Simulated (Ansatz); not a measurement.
Geometry optimisation, RHF/6-31G* in Ansatz 0.2.0.

The input (input.yaml):

```yaml
crystal:
  periodic: [false, false, false]
  atoms:
    - { symbol: Al, position_ang: [-0.7937, -0.5159, -0.242] }
    - { symbol: S, position_ang: [1.7328, -1.0732, 0.2734] }
    - { symbol: F, position_ang: [-1.4539, -1.0342, -1.6608] }
    - { symbol: F, position_ang: [-1.4982, -0.894, 1.1987] }
    - { symbol: H, position_ang: [1.0045, 0.5185, 0.658] }
    - { symbol: O, position_ang: [0.0563, 1.3586, 0.5011] }
    - { symbol: O, position_ang: [-0.2871, 1.1711, -0.8688] }
    - { symbol: H, position_ang: [1.3467, -1.5458, 1.4527] }
    - { symbol: H, position_ang: [-0.1074, 2.015, -1.3123] }
basis:
  gaussian: { orbitals: "6-31G*" }
hamiltonian:
  xc: hf
relax:
  f_tol: 0.15
  max_steps: 25
  restrain:
    - { distance: [0, 5], at: 1.87, k: 30.0 }
    - { distance: [4, 1], at: 1.36, k: 30.0 }
    - { distance: [0, 1], at: 3.56, k: 30.0 }
    - { distance: [4, 5], at: 2.27, k: 30.0 }
```

Command:

```bash
$ ansatz run input.yaml --threads 2 --pin off --max-ram 3072MiB --backend cpu --events-out ev --progress --plain --runs-dir out
```

Question: Where does it end, and by what steps?

Answer: The forces met the threshold. The restraints hold the end off the free minimum. After 12 steps the energy has fallen by 1.278 eV (the restraints' own energy left out); O6 moved furthest, 0.67 Å. Parted: Al1–S2, Al1–O7. Joined: S2–H5.

```
step  energy less start (eV)  largest force component (eV/Å)  accepted
   0                  0.0000                           2.092       yes
   1                  0.3922                           2.650       yes
   2                 -0.0238                           2.437       yes
   3                 -0.4443                           1.464       yes
   4                 -0.7759                           0.889       yes
   5                 -0.9008                           0.984       yes
   6                 -0.9476                           1.139       yes
   7                 -0.9998                           1.230       yes
   8                 -1.1474                           1.534       yes
   9                 -1.2116                           1.407       yes
  10                 -1.2579                           1.551       yes
  11                 -1.2725                           1.391       yes
  12                 -1.2782                           1.480       yes
```

```xyz
9
Properties=species:S:1:pos:R:3
Al -1.386 -0.411 -0.148
S 2.063 -1.014 0.443
F -1.825 -0.896 -1.632
F -2.009 -1.137 1.163
H 1.556 0.203 0.709
O -0.457 1.114 0.151
O 0.188 1.356 -1.089
H 1.946 -1.464 1.685
H -0.076 2.248 -1.282
```

Whether the end is a true minimum wasn't checked by a vibrational analysis.

Run time: 18 s on 2 threads of Arm Neoverse V2 (shared host), peak memory 0.21 GiB.
